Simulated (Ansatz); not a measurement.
System: CaCl$_{2}$, charge 0, singlet. CaCl2 (SMILES [Cl][Ca][Cl]).
B3LYP-D3(BJ)/def2-TZVP minimum from Ansatz (an electronic-structure program):
```xyz
3

Ca     0.0000     0.0000     0.0000
Cl     0.0000     0.0000     2.4696
Cl     0.0000     0.0000    -2.4696
```
Charge 0, spin multiplicity 1.

Total energies in def2-TZVPP, 16 correlated electrons, 19 frozen orbitals. UHF or UKS for unpaired electrons; spin-orbit terms are left out. Correlated methods leave the cores frozen (noble-gas shells, and filled d and f shells in the p block). No relativity.

```
method    program  energy (Eh)  minus CCSDT(Q) (mEh)
--------  -------  -----------  --------------------
HF         Ansatz  -1595.97378                453.69
MP2        Ansatz  -1596.37690                 50.57
CCSD       Ansatz  -1596.40939                 18.08
CCSD(T)    Ansatz  -1596.42596                  1.51
CCSDT(Q)   Ansatz  -1596.42747                  0.00
```

Rough core times of Ansatz's runs on a shared machine: CCSD(T) under 20 s, CCSDT(Q) 5 min.
